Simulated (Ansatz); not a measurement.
`C[N]=[Nb]([CH3])([NH2])[F]` → `[CH2]` (triplet) + `[CH3][Nb](=[NH])([NH2])[F]`  (formal loss of a carbene)

Computed with Ansatz on PBE0-D4/def2-TZVP structures; ΔE is electronic, products minus reactants. CBS: MP2 limit from def2 TZ/QZ plus the TZ coupled-cluster correction, frozen cores. This one scheme is used for every species. Functionals use def2-TZVPP. Triplets are unrestricted, without spin–orbit coupling. Elements past krypton have def2 core potentials. For Nb outer-core shells are correlated without core-valence functions, which leaves a few kJ/mol of doubt a bond. One conformer a species, not always the lowest.

```json
{"species": "`C[N]=[Nb]([CH3])([NH2])[F]`", "PBE-D4 energy (Eh)": "-347.32705"}
{"species": "`[CH2]` (triplet)", "PBE-D4 energy (Eh)": "-39.10563"}
{"species": "`[CH3][Nb](=[NH])([NH2])[F]`", "PBE-D4 energy (Eh)": "-308.05574"}
```

Work out ΔE.

ΔE = (-39.10563) + (-308.05574) − (-347.32705) = 0.16568 Eh = +4.51 eV. CCSD(T)/CBS gives +4.40 eV.

Largest T1 diagnostic among the species: 0.020, so the coupled-cluster value is less sure than usual.

From PBE to PBE0 (25 % exact exchange), in def2-TZVPP and without D4, ΔE moves by −0.10 eV. In def2-TZVPP, CCSD(T) changes the Hartree–Fock value by +1.43 eV (the triples alone add +0.13 eV) and MP2 by +1.64 eV. Leaving LDA and LC-ωPBE aside and taking each functional with its dispersion term where it has one, the values, not all of them listed here, spread over 0.38 eV, from r2SCAN0-D4 to PBE-D4. LDA lies +0.74 eV from PBE without D4.
